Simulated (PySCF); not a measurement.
Identify the unknown among the candidates.

All candidates are CH11FSi4.

- Rotational structure: rotational constants A, B, C: 1.409, 1.059, 0.673 GHz [GFN2-xTB]
- 1H NMR: chemical shifts (computed TMS as zero) by class: 5.91 (1 H), 3.68 (3 H), 3.54 (3 H), 3.22 (1 H), 0.50 (3 H) ppm [GIAO PBE0/pcSseg-1]
- Dipole: 1.70 D [CAM-B3LYP/def2-SVPD]
- Polarisability: 128.7 au [CAM-B3LYP/def2-SVPD]
- 13C NMR: chemical shifts (computed TMS as zero) by class: 4.1 (1 C) ppm [GIAO PBE0/pcSseg-1]
- UV, first state: lowest singlet excitation: 6.18 eV (201 nm, f = 0.063) [TDDFT CAM-B3LYP/def2-SVPD]
- Triplet: lowest triplet excitation (Tamm–Dancoff): 5.46 eV [TDA CAM-B3LYP/def2-SVPD]
- NMR, other nuclei: isotropic shieldings of nuclei other than C and H, by class: 390 (1 F), 313 (1 Si), 462 (1 Si), 463 (1 Si), 495 (1 Si) ppm [GIAO PBE0/pcSseg-1]
- UV, strongest line: among the 8 lowest singlet transitions: S7 at 7.37 eV (168 nm, f = 0.223) [TDDFT CAM-B3LYP/def2-SVPD]

The electronic properties come from PySCF, for the isolated species, density fitting. Levels stand in brackets. The structure is a single GFN2-xTB conformer in the gas phase; no vibrational or solvent corrections. NMR values are class means; diastereotopic atoms form classes of their own.

Question: Which candidate is it?
A. `FC[Si@@H]([SiH3])[SiH2][SiH3]`
B. `F[SiH2]C[SiH]([SiH3])[SiH3]`
C. `F[Si@@H]([SiH3])[SiH2]C[SiH3]`
D. `C[Si@H](F)[SiH]([SiH3])[SiH3]`
E. `F[SiH2][SiH2]C([SiH3])[SiH3]`

Answer: D. It is `C[Si@H](F)[SiH]([SiH3])[SiH3]`. Numbering: `[CH3:1][Si@H:2]([F:3])[SiH:4]([SiH3:5])[SiH3:6]`. Its formula, CH11FSi4, gives 0 degrees of unsaturation, so no ring and no π bond. The one carbon: Si-methyl carbon [C1] (4.1 ppm). Hydrogen classes from least to most shielded: 1 H on a fluorine-bound silicon, Si2 (5.91 ppm), 3 H on an SiH3 silicon, Si5 (3.68 ppm), 3 H on an SiH3 silicon, Si6 (3.54 ppm), 1 H on an SiH silicon, Si4 (3.22 ppm), 3 H on an Si-methyl carbon, C1 (0.50 ppm, a mean of values up to 1.0 ppm apart in this geometry). The other shieldings belong to: 390 ppm, silicon-bound fluorine [F3]; 313 ppm, fluorine-bound silicon [Si2]; 462 ppm, SiH3 silicon [Si5]; 463 ppm, SiH3 silicon [Si6]; 495 ppm, SiH silicon [Si4]. The optimised geometry has point group C1 and is an asymmetric top.

The others, at the same levels:
- `F[Si@@H]([SiH3])[SiH2]C[SiH3]` fails: its computed 13C shifts are -15.2 (1 C) ppm, 1H shifts are 6.29 (1 H), 4.50 (1 H), 4.12 (3 H), 3.81 (1 H), 3.63 (3 H), 0.17 (1 H), 0.15 (1 H) ppm and lowest singlet excitation is 5.72 eV (217 nm, f = 0.022) (against 6.18 eV).
- `F[SiH2][SiH2]C([SiH3])[SiH3]` fails: its computed 13C shifts are -21.6 (1 C) ppm, 1H shifts are 5.75 (2 H), 4.25 (2 H), 4.17 (6 H), -0.52 (1 H) ppm and lowest singlet excitation is 6.49 eV (191 nm, f = 0.021) (against 6.18 eV).
- `FC[Si@@H]([SiH3])[SiH2][SiH3]` fails: its computed 13C shifts are 80.4 (1 C) ppm, 1H shifts are 5.15 (1 H), 5.12 (1 H), 4.01 (1 H), 3.63 (1 H), 3.60 (3 H), 3.56 (3 H), 3.48 (1 H) ppm and lowest singlet excitation is 6.47 eV (192 nm, f = 0.159) (against 6.18 eV).
- `F[SiH2]C[SiH]([SiH3])[SiH3]` fails: its computed 13C shifts are -2.0 (1 C) ppm, 1H shifts are 5.29 (2 H), 4.40 (1 H), 3.59 (6 H), 0.21 (2 H) ppm and lowest singlet excitation is 6.75 eV (184 nm, f = 0.127) (against 6.18 eV).

Each candidate is one conformer, not necessarily the lowest. The conformers computed, where there is a choice (atom-mapped SMILES and torsion angles):
- `[CH3:1][Si@H:2]([F:3])[SiH:4]([SiH3:5])[SiH3:6]`: C1–Si2–Si4–Si5 123°
- `[F:1][Si@@H:2]([SiH3:3])[SiH2:4][CH2:5][SiH3:6]`: F1–Si2–Si4–C5 -44°, Si2–Si4–C5–Si6 -58°
- `[F:1][SiH2:2][SiH2:3][CH:4]([SiH3:5])[SiH3:6]`: F1–Si2–Si3–C4 61°, Si2–Si3–C4–Si5 63°
- `[F:1][CH2:2][Si@@H:3]([SiH3:4])[SiH2:5][SiH3:6]`: F1–C2–Si3–Si4 -67°, C2–Si3–Si5–Si6 -64°
- `[F:1][SiH2:2][CH2:3][SiH:4]([SiH3:5])[SiH3:6]`: F1–Si2–C3–Si4 54°, Si2–C3–Si4–Si5 65°
